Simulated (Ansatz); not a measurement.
```yaml
crystal:
  periodic: [false, false, false]
  atoms:
    - {symbol: O, position_ang: [-0.962012, -0.959913, -0.358263]}
    - {symbol: O, position_ang: [-0.996125, 0.323912, -1.722070]}
    - {symbol: O, position_ang: [-2.349263, 0.357918, -0.301559]}
    - {symbol: O, position_ang: [-0.821471, 0.420671, 0.962357]}
    - {symbol: O, position_ang: [-0.850792, 1.724599, -0.321956]}
    - {symbol: O, position_ang: [0.320113, -0.851571, -1.478092]}
    - {symbol: O, position_ang: [0.353901, -2.349254, -0.356806]}
    - {symbol: O, position_ang: [0.360636, -0.823582, 0.959927]}
    - {symbol: O, position_ang: [1.722363, -0.852343, -0.380456]}
    - {symbol: O, position_ang: [0.625058, 0.536082, -0.537581]}
    - {symbol: O, position_ang: [0.326219, 1.477410, 0.992195]}
    - {symbol: O, position_ang: [1.479395, 0.376110, 0.848401]}
    - {symbol: O, position_ang: [0.309438, 0.305418, 2.348254]}
    - {symbol: Be, position_ang: [-1.426857, -0.183869, -0.872653]}
    - {symbol: Be, position_ang: [-0.187258, -1.662824, -0.875297]}
    - {symbol: Be, position_ang: [-0.295291, -0.340417, -2.028221]}
    - {symbol: Be, position_ang: [-0.592411, -0.507811, 0.509231]}
    - {symbol: Be, position_ang: [-0.358381, 0.841621, -0.840847]}
    - {symbol: Be, position_ang: [-1.424398, 0.751757, 0.218716]}
    - {symbol: Be, position_ang: [-0.211807, 0.876171, 1.425623]}
    - {symbol: Be, position_ang: [-0.338294, 2.029174, 0.292228]}
    - {symbol: Be, position_ang: [0.839493, -0.417677, -0.842786]}
    - {symbol: Be, position_ang: [0.749866, -1.425931, 0.183639]}
    - {symbol: Be, position_ang: [0.753126, -0.185335, 1.423994]}
    - {symbol: Be, position_ang: [2.029376, -0.293173, 0.336767]}
    - {symbol: Be, position_ang: [0.842636, 0.840657, 0.414924]}
basis:
  gaussian: {orbitals: def2-SVPD, fitting: {mean_field: def2-universal-jkfit}}
total_charge: -1
magnetization: {spin_polarized: true, initial_magnetization: 1}
hamiltonian: {xc: {name: RPBE}}
```

```sh
$ ansatz run in.yaml --threads 2 --pin off --events-out ev --progress --plain --max-ram 20480MiB --backend cuda --devices 0, --max-vram 18GiB
```

Shortened log:

```
Functional definition: RPBE
1664 factors; integrals over basis functions are off by at most 6.9e-2 eV
mean field evaluation 1: about -31368.5766 eV, gradient 2.2e2 eV
mean field evaluation 2: about -22454.2905 eV, gradient 1.2e3 eV
mean field evaluation 4: about -31482.9780 eV, gradient 7.8e1 eV
mean field evaluation 8: about -31523.7434 eV, gradient 4.1e0 eV
mean field evaluation 16: about -31523.8029 eV, gradient 1.4e-2 eV
mean field evaluation 32: about -31523.8029 eV, gradient 4.5e-5 eV
mean field evaluation 64: about -31521.4787 eV, gradient 6.2e0 eV
mean field evaluation 96: about -31523.4555 eV, gradient 5.6e-3 eV
mean field -31523.80288945 eV, -1158.4783885862 hartree, gradient 4.5e-5 eV, S^2 0.750530; 6 other end points of the search recorded, 0 dependent functions left out
reference -31523.80293502 eV, -1158.4783902610 hartree; 79, 78 occupied and 376, 377 virtual orbitals, 1664 factors
Total energy: -31523.80293502 eV, -1158.4783902610 hartree
```

(1) What is wrong with this run?

Answers

(1) The geometry is squeezed to about two thirds of its size. The calculation finished and met its thresholds. The result belongs to that input, not to the species as meant.
